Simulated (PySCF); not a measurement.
Br¹⁸⁺: fine-structure interval

Br¹⁸⁺ [Ne] 3s2 3p5 [3p1/2^2 3p3/2^3, M_J = 3/2] → Br¹⁸⁺ [Ne] 3s2 3p5 [3p1/2^1 3p3/2^4, M_J = 1/2], as a difference of total energies. Calculation: PySCF 2.14, in an even-tempered Gaussian basis (19 s from 1.9 bohr⁻², ratio 2.4; 14 p from 2.4 bohr⁻², ratio 2.4; 5 d from 12 bohr⁻², ratio 2.6; 4 f from 17 bohr⁻², ratio 2.6); the two-component X2C-1e Hamiltonian. Correlated levels: 1s2 frozen; the 56 highest virtual spinors dropped. "Screened" scales the spin-orbit matrix elements by Boettger's factors to mimic the two-electron term; Breit and QED terms are absent.

```
                    method  fine-structure interval (cm⁻¹)
 GHF (screened spin-orbit)                           77701
GMP2 (screened spin-orbit)                           78939
     GHF (bare spin-orbit)                           82569
```
